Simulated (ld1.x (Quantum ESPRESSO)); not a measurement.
## Configuration tests for tellurium (TM)

ld1.x (Quantum ESPRESSO) 7.5 input, shortened:

```
&input
   title='Te', zed=52., rel=1, dft='PBESOL', iswitch=3,
   config='[Kr] 4d10 5s2 5p4 5d-2'
 /
 &inputp
   pseudotype=2, tm=.true., lloc=2,
   nlcc=.true.
 /
3
5S  1  0   2.00   0.00  1.80  1.80  0.0
5P  2  1   4.00   0.00  2.00  2.00  0.0
5D  3  2  -2.00  -0.10  1.60  1.60  0.0
 &test
   configts(1)='5s2 5p4'
 /
```

Energies are relative to the spin-unpolarised reference configuration 5s2 5p4; without spin polarisation the order of configurations can differ from experiment.

| valence configuration | charge | ΔE all-electron (eV) | error AE − PS (meV) |
| --- | --- | --- | --- |
| 5s2 5p3 | +1 | 9.753 | -4.5 |
| 5s2 5p1 | +3 | 54.678 | -93 |
| 5s1 5p5 | 0 | 9.285 | -11 |
| 5s0 5p6 | 0 | 18.766 | -44 |
| 5s2 5p4.3 | -0.3 | -1.472 | +0.3 |

(1) What are ΔE and the potential's error for 5s2 5p2?

(2) What are ΔE and the potential's error for 5s1 5p4?

Levels in the configuration 5s0 5p6:

```
level  all-electron (eV)  pseudo (eV)
   5p             -7.036       -7.043
```

Note: ghost states, extra bound levels that the all-electron valence spectrum of the same l lacks: s at -1011.8 eV, p at -515.7 eV, d at -0.90 eV. A true bound ghost makes a file unfit for plane-wave use.

## Answers

(1) ΔE = 27.722 eV all-electron; the error (AE − PS) is -26 meV.

(2) ΔE = 19.626 eV all-electron; the error (AE − PS) is -22 meV.
